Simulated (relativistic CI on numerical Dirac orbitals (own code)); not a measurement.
# Ti4+ in a cubic cluster: 2p photoemission with charge transfer

Computed with a charge-transfer multiplet model of a cubic metal-ligand cluster with up to 2 ligand holes, Slater and spin-orbit integrals from Dirac-Coulomb-Breit ions, Slater integrals scaled by 0.9. The ground state mixes d0 with configurations of k ligand holes L, whose averages lie at kΔ + k(k − 1)U_dd/2; a core hole lowers each added d electron by U_cd. 300 K, Lorentzian 0.6 eV and Gaussian 0.8 eV FWHM.

Atomic integrals in eV (Slater integrals scaled, ζ unscaled), ground: F2dd 7.400, F4dd 4.602, zeta_d 0.013; with the core hole: F2dd 7.400, F4dd 4.602, zeta_d 0.032, zeta_core 3.740, F2cd 5.699, G1cd 4.259, G3cd 2.418. Where a configuration has fewer than two d electrons, the dd integrals are those of d2.

Cluster parameters (eV): U_dd = 5, U_cd = 5.7, 10Dq = 2.15, 10Dq(ligand) = 1, V(eg) = 2.6, V(t2g) = -1.23, final-state hopping factor = 0.9.

| Case | n_d | d0 | d1L | d2L2 | S |
| --- | --- | --- | --- | --- | --- |
| Δ = -1.8 eV | 1.06 | 0.19 | 0.56 | 0.25 | 0.00 |
| Δ = -0.8 eV | 0.97 | 0.23 | 0.56 | 0.21 | 0.00 |
| Δ = 1.2 eV | 0.80 | 0.34 | 0.52 | 0.14 | 0.00 |

Weights, n_d and S are thermal averages at 300 K. Binding energies count from the first peak over 30 % of the highest in each spectrum, which can be another peak from case to case. The parameters are a model scan and need not match a compound or its usual spin state. Peaks in eV (height, largest 100):
- Δ = -1.8 eV: 0.0 (100), 6.2 (38), 12.4 (7)
- Δ = -0.8 eV: 0.0 (100), 6.1 (37), 12.0 (8)
- Δ = 1.2 eV: 0.0 (100), 2.5 (9), 6.1 (37), 9.2 (5), 11.2 (10)

A d0 ion has no d-d gap: its lowest excitations are ligand-to-metal charge transfer. With the core hole the configuration with one ligand hole lies at Δ − U_cd = -7.5, -6.5, -4.5 eV from the one without, in the order of the table; where this is negative the screened configuration lies lower, though the effective hopping of about 5.1 eV (from the holes of the mixed ground state) mixes the two strongly wherever it is as large as the gap.

With at most 2 ligand holes the space is cut while the next configuration still counts, so covalency is underestimated, and a final configuration with one more ligand hole, which can lie low, is missing from the spectra.
